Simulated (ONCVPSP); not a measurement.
Sc (Z = 21): one change to an ONCV potential, before and after

* Element: Sc (Z = 21)
* Generator: ONCVPSP 4.0.1
* Type: optimised norm-conserving Vanderbilt (ONCV)
* Functional: PBE
* Relativity: scalar-relativistic
* Frozen core: [Ar]
* Valence charge: 3
* Reference configuration: 3d1.5 4s1.5
* Partial waves: 4s: rc 3.00 bohr, ncon 4, nbas 8, qcut 1.9 1/bohr, 2 projectors, debl 2.6 Ha; p scattering state at 0.08 Ha: rc 2.35 bohr, ncon 4, nbas 7, qcut 3.5 1/bohr, 3 projectors, debl 2.4 Ha; 3d: rc 2.25 bohr, ncon 4, nbas 9, qcut 7.1 1/bohr, 2 projectors, debl 3.1 Ha
* Local potential: polynomial inside 1.65 bohr (lpopt 1, dvloc0 6 Ha)
* Core correction: polynomial model core, fcfact 0.5

Change: s: qcut 1.5; p: qcut 2.7; d: qcut 5.6.

Cutoffs: the cutoffs (Ha) at which the residual kinetic energy of the hardest occupied pseudo-wave falls to 1 and 0.1 mHa per electron; they do not see the model core or the augmentation charge, which bear on the density cutoff. Errors are all-electron minus pseudo energies relative to the spin-unpolarised reference configuration.

How do hardness, ghosts and transferability respond?

The potential gets neither clearly harder nor softer (18 Ha and 21 Ha → 14 Ha and 25 Ha); both files keep a bound ghost (p); of the 4 tests that both files solve, the error grows in 1 and shrinks in 2 by more than 15 % and 0.3 meV (median size 21.2 → 16.6 meV).

| quantity | base | changed |
| --- | --- | --- |
| cutoff, loose | 18 Ha | 14 Ha |
| cutoff, tight | 21 Ha | 25 Ha |
| loose cutoff by channel | s 2.1 Ha, d 18 Ha | s 5.1 Ha, d 14 Ha |
| bound ghosts | p | p |
| GHOST(+) flags under 300 eV | s at 88.0 eV | s at 90.7 eV |
| error for 3d1 4s2, meV [ΔE -0.68 eV] | -18 | -2.9 |
| error for 3d1 4s1, meV [ΔE 6.22 eV] | -17 | -12 |
| error for 3d1 4s0, meV [ΔE 18.99 eV] | -45 | -55 |
| error for 3d1 4s1 4p1, meV [ΔE 2.10 eV] | -25 | -22 |
| s: phases at 3.05 bohr within 0.05 rad from the reference energy up to (Ha; the scan ends near 5) | 1.6 | 1.7 |
| p: phases at 2.39 bohr within 0.05 rad from the reference energy up to (Ha; the scan ends near 5) | to the end of the scan | to the end of the scan |
| d: phases at 2.29 bohr within 0.05 rad from the reference energy up to (Ha; the scan ends near 5) | 1.1 | 0.9 |
| rms error of d²Exc/dni dnj with the model core, mHa | 5.45 | 5.43 |

Changed file: The cutoffs count occupied waves only; projector 2 of the d channel, the hardest unoccupied one, needs 66 Ha at the loose tolerance. A true bound ghost makes a file unfit for plane-wave use even where its test errors are small: the radial tests pick states by their node count and pass the ghost by.
